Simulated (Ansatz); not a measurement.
Input and output for F3GeH3OSi, SMILES `[F][Ge]([F])([F])[O][SiH3]`.

```yaml
crystal:
  periodic: [false, false, false]
  atoms:
    - {symbol: F, position_ang: [2.719306, -0.819391, -0.105598]}
    - {symbol: Ge, position_ang: [1.293376, -0.784208, -0.677980]}
    - {symbol: F, position_ang: [1.007625, 0.051521, -2.114129]}
    - {symbol: F, position_ang: [0.823485, -2.377900, -1.147321]}
    - {symbol: O, position_ang: [-0.012013, -0.266672, 0.752610]}
    - {symbol: Si, position_ang: [-1.099370, 0.842903, 0.675895]}
    - {symbol: H, position_ang: [-2.058221, 0.563691, -0.276888]}
    - {symbol: H, position_ang: [-0.509164, 2.185254, 0.614102]}
    - {symbol: H, position_ang: [-1.715162, 0.557280, 2.077493]}
basis:
  gaussian: {orbitals: aug-cc-pVDZ}
magnetization: {spin_polarized: true, initial_magnetization: 2}
hamiltonian: {xc: {name: BLYP}}
scf: {lower_state_search: off}
output: {forces: true}
```

```sh
$ ansatz run in.yaml --threads 4 --pin off --events-out ev --progress --plain --max-ram 11315MiB
```

Shortened log:

```
Functional definition: BLYP
1687 factors; their error is unknown
mean field evaluation 1: about -74624.8519 eV, gradient 6.7e1 eV
mean field evaluation 2: about -74457.4663 eV, gradient 1.8e2 eV
mean field evaluation 4: about -74628.6580 eV, gradient 5.0e1 eV
mean field evaluation 8: about -74640.2850 eV, gradient 5.8e0 eV
mean field evaluation 16: about -74640.6197 eV, gradient 2.7e-1 eV
mean field -74640.54823274 eV, -2742.9895543724 hartree, gradient 2.2e-6 eV, S^2 2.004189; 0 other end points of the search recorded, 0 dependent functions left out
reference -74640.54871051 eV, -2742.9895719303 hartree; 43, 41 occupied and 139, 141 virtual orbitals, 1687 factors
Total energy: -74640.54871051 eV, -2742.9895719303 hartree
Atom 0 at     2.719306    -0.819391    -0.105598 Å, force    11.243389    -0.480951     4.148906 eV/Å
Atom 1 at     1.293376    -0.784208    -0.677980 Å, force    -8.564750    -0.244098    -1.465118 eV/Å
Atom 2 at     1.007625     0.051521    -2.114129 Å, force    -0.422788     2.244234    -3.908248 eV/Å
Atom 3 at     0.823485    -2.377900    -1.147321 Å, force    -0.438098    -2.256478    -0.476580 eV/Å
Atom 4 at    -0.012013    -0.266672     0.752610 Å, force     2.135756    -3.042861     1.732268 eV/Å
Atom 5 at    -1.099370     0.842903     0.675895 Å, force    -1.878359     3.299287     1.229404 eV/Å
Atom 6 at    -2.058221     0.563691    -0.276888 Å, force    -2.079283    -0.449162    -1.700050 eV/Å
Atom 7 at    -0.509164     2.185254     0.614102 Å, force     0.133511     0.746437     0.259500 eV/Å
Atom 8 at    -1.715162     0.557280     2.077493 Å, force    -0.129378     0.183594     0.179919 eV/Å
Dipole moment:    -0.680175     0.624049     0.640166 e Å
Checks for a lower state left out: stability, starts, cluster_reference, orbital_swaps, neighbouring_geometries, increment
```

Hardware: 4 threads of an Arm Neoverse V2 on a shared host. Wall time 5.5 s, peak host memory 0.31 GiB.
